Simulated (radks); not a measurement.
Problem. The mean radii <r> (bohr) of the occupied orbitals of an atom or ion are listed with their occupations. All-electron calculation, Dirac Kohn-Sham, SOGGA, spin-unpolarised, spherical densities, point nucleus. Program: a radial shooting solver on a logarithmic mesh with Libxc functionals.

orbital  occ.      <r>
1s1/2       2  0.03345
2s1/2       2   0.1454
2p1/2       2   0.1236
2p3/2       4   0.1284
3s1/2       2   0.4027
3p1/2       2   0.3958
3p3/2       4   0.4065
3d3/2       4   0.3822
3d5/2       6   0.3857
4s1/2       2    1.019
4p1/2       2    1.108
4p3/2       4    1.139
4d3/2       4    1.688
4d5/2       3    1.717
5s1/2       1    3.376

Name the element and its charge. Open shells, if any, fill j = l - 1/2 first.

Solution. Z = 44, ruthenium, charge 0: Ru in [Kr] 4d7 5s1. The 1s radius gives Z: for a bare nucleus <r> = (2 gamma + 1)/(2Z) with gamma = sqrt(1 - (Z/c)^2), 0.03289 bohr for Z = 44, and screening makes it slightly larger (0.03345 here). The occupations add up to 44, and the charge is Z minus that.
